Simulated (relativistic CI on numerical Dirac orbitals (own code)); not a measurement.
## Ar⁶⁺: q coefficients and field-shift factors

Method of calculation: Dirac-Coulomb-Breit CI, orbitals from a KLI potential per configuration, derivatives by finite differences, unscaled Slater integrals, QED left out (own radial code, finite nucleus).

Configurations in the expansion (outside the closed core [Ne]): 3s2, 3s 3p, 3p2, 3s 3d, 3d2, 3p 3d, 3p 4s, 3s 4s. Levels of other configurations are missing.

With x = (α/α₀)² − 1 an excitation energy changes as ω = ω₀ + qx; K = 2q/ω₀ is the relative enhancement. Terms are leading LS components, so labels can repeat. The field-shift factor is F = δν/δ⟨r²⟩ for the transition from the lowest level.

Lowest level 3s2 1S_0.

| Level | ω₀ (cm⁻¹) | q (cm⁻¹) | F (GHz/fm²) |
| --- | --- | --- | --- |
| 3s 3p 3P°_0 | 111664 | 1028 | -1.99 |
| 3s 3p 3P°_1 | 112457 | 1806 | -1.99 |
| 3s 3p 3P°_2 | 114120 | 3504 | -1.99 |
| 3s 3p 1P°_1 | 173892 | 2952 | -2.08 |
| 3p2 1D_2 | 263649 | 4909 | -3.61 |
| 3p2 3P_0 | 270036 | 3806 | -4.16 |
| 3p2 3P_1 | 270951 | 4822 | -4.16 |
| 3p2 3P_2 | 272692 | 6672 | -4.15 |
| 3p2 1S_0 | 320835 | 5774 | -4 |
| 3s 3d 3D_1 | 325906 | 3524 | -1.73 |
| 3s 3d 3D_2 | 325935 | 3553 | -1.73 |
| 3s 3d 3D_3 | 325986 | 3603 | -1.73 |
| 3s 3d 1D_2 | 380384 | 4201 | -2.31 |
| 3p 3d 3F°_2 | 444171 | 5077 | -3.92 |
| 3p 3d 3F°_3 | 445150 | 6134 | -3.92 |
| 3p 3d 3F°_4 | 446360 | 7381 | -3.92 |
| 3p 3d 1D°_2 | 450344 | 6647 | -3.91 |
| 3p 3d 3P°_2 | 474963 | 5702 | -3.89 |
| 3p 3d 3P°_1 | 475719 | 6339 | -3.89 |
| 3p 3d 3P°_0 | 476368 | 7295 | -3.89 |
| 3p 3d 3D°_1 | 477901 | 6601 | -3.89 |
| 3p 3d 3D°_2 | 478256 | 6899 | -3.89 |
| 3p 3d 3D°_3 | 478417 | 6851 | -3.89 |

At this charge configurations can still be misplaced by up to about 7 % of their energy.

Problem. Which transition from the lowest level has the largest |K|?

Solution. 3s 3p 3P°_2 at 114120 cm⁻¹, K = 0.0614.
